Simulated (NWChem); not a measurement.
System: GaNH₃OBr; SMILES [NH2][Ga]([OH])[Br]

Excerpt of the output:

```
             Northwest Computational Chemistry Package (NWChem) 7.3.0
             --------------------------------------------------------

                             Geometry "geometry" -> ""
                             -------------------------

 Output coordinates in angstroms (scale by  1.889725989 to convert to a.u.)

  No.       Tag          Charge          X              Y              Z
 ---- ---------------- ---------- -------------- -------------- --------------
    1 Ga                  31.0000    -0.04349600     0.80797900    -0.02885600
    2 Br                  35.0000    -0.00399500    -1.48003200    -0.01776100
    3 O                    8.0000    -1.59662000     1.66267800     0.05672000
    4 H                    1.0000    -2.36073100     1.07944200     0.10518200
    5 N                    7.0000     1.48026200     1.74564600    -0.11724200
    6 H                    1.0000     1.50589900     2.75676400    -0.13675000
    7 H                    1.0000     2.39500100     1.32003600    -0.18014500

 Effective nuclear repulsion energy (a.u.)     527.2953383690

                              NWChem Property Module
                              ----------------------

  itol2e modified to match energy
  convergence criterion.

                                 NWChem DFT Module
                                 -----------------

 Summary of "ao basis" -> "ao basis" (spherical)
 ------------------------------------------------------------------------------
       Tag                 Description            Shells   Functions and Types
 ---------------- ------------------------------  ------  ---------------------
 Ga                         pcsseg-1                15       41   5s7p3d
 Br                         pcsseg-1                15       41   5s7p3d
 O                          pcsseg-1                 7       17   3s3p1d
 H                          pcsseg-1                 3        5   2s1p
 N                          pcsseg-1                 7       17   3s3p1d

  itol2e modified to match energy
  convergence criterion.

[...]

          -----------------------------------------
          Chemical Shielding Tensors (GIAO, in ppm)
          -----------------------------------------

                                NWChem CPHF Module
                                ------------------

  scftype          =     RHF
  nclosed          =       42
  nopen            =        0
  variables        =     3738
  # of vectors     =        3
  tolerance        = 0.10D-03
  level shift      = 0.00D+00
  max iterations   =       50
  max subspace     =       30

 SCF residual:    4.0401196857768756E-005

Iterative solution of linear equations
  No. of variables     3738
  No. of equations        3
  Maximum subspace       30
        Iterations       50
       Convergence  1.0D-04

   iter   nsub   residual    time
   ----  ------  --------  ---------
     1      3    3.62D-01     129.0
     2      6    1.23D-02     150.9
     3      9    1.29D-03     172.8
     4     12    7.23D-05     194.5

      Atom:    1  Ga
        Diamagnetic
   2639.4285     -0.0443     -0.1587
     -0.0443   2647.1317     -0.0577
     -0.1587     -0.0577   2636.6609

        Paramagnetic
  -1086.6253     63.8704    -23.0156
     63.8704  -1215.9054     -5.2337
    -23.0156     -5.2337  -1475.2822

        Total Shielding Tensor
   1552.8032     63.8262    -23.1743
     63.8262   1431.2263     -5.2914
    -23.1743     -5.2914   1161.3787

           isotropic =    1381.8028
          anisotropy =     299.4842

          Principal Components and Axis System
                 1           2           3
             1581.4589   1403.9468   1160.0026

      1         0.9183     -0.3917      0.0579
      2         0.3921      0.9199      0.0058
      3        -0.0556      0.0174      0.9983

      Atom:    2  Br
        Diamagnetic
   3122.2923     -0.3003     -0.0419
     -0.3003   3132.6711     -0.0493
     -0.0419     -0.0493   3121.5342

        Paramagnetic
   -595.9946    -12.8217      9.6762
    -12.8217   -143.9562     -1.4345
      9.6762     -1.4345   -430.4401

        Total Shielding Tensor
   2526.2977    -13.1221      9.6343
    -13.1221   2988.7148     -1.4838
      9.6343     -1.4838   2691.0941

           isotropic =    2735.3689
          anisotropy =     380.5926

          Principal Components and Axis System
                 1           2           3
             2989.0973   2691.6385   2525.3708

      1        -0.0285      0.0576      0.9979
      2         0.9996      0.0075      0.0281
      3        -0.0059      0.9983     -0.0578

      Atom:    3  O
        Diamagnetic
    410.0703     -2.2228     -2.1099
     -2.2228    389.3197      0.0336
     -2.1099      0.0336    373.8513

        Paramagnetic
   -155.5347    -55.8488      4.2953
    -55.8488   -116.8794      3.4633
      4.2953      3.4633    -86.9605

        Total Shielding Tensor
    254.5356    -58.0717      2.1854
    -58.0717    272.4404      3.4969
      2.1854      3.4969    286.8907

           isotropic =     271.2889
          anisotropy =      76.4997

          Principal Components and Axis System
                 1           2           3
              322.2887    287.0358    204.5422

      1        -0.6497      0.0590      0.7579
      2         0.7594      0.0046      0.6507
      3         0.0349      0.9982     -0.0477

      Atom:    4  H
        Diamagnetic
     44.4100      6.3452     -1.5970
      6.3452     28.4670     -0.4381
     -1.5970     -0.4381     17.9208

        Paramagnetic
     -3.5456     -2.4818      0.4061
     -2.4818     -2.0926      0.1751
      0.4061      0.1751      3.1506

[...]
```

Level: PBE0/pcSseg-1, GIAO. The geometry was optimised at PBE0/def2-SVP. The printed shielding anisotropy is the first printed principal value minus the mean of the other two.

**Question.** Reconstruct the input file.

**Answer.** This is not unique; one that fits is the input that was run:
```
start job
memory heap 200 mb stack 900 mb global 1100 mb
geometry units angstroms noautosym nocenter noautoz
  Ga    -0.043496     0.807979    -0.028856
  Br    -0.003995    -1.480032    -0.017761
  O     -1.596620     1.662678     0.056720
  H     -2.360731     1.079442     0.105182
  N      1.480262     1.745646    -0.117242
  H      1.505899     2.756764    -0.136750
  H      2.395001     1.320036    -0.180145
end
basis spherical
  Ga library pcsseg-1
  Br library pcsseg-1
  O library pcsseg-1
  H library pcsseg-1
  N library pcsseg-1
end
dft
  xc pbe0
  iterations 150
end
property
  shielding
end
task dft property
```
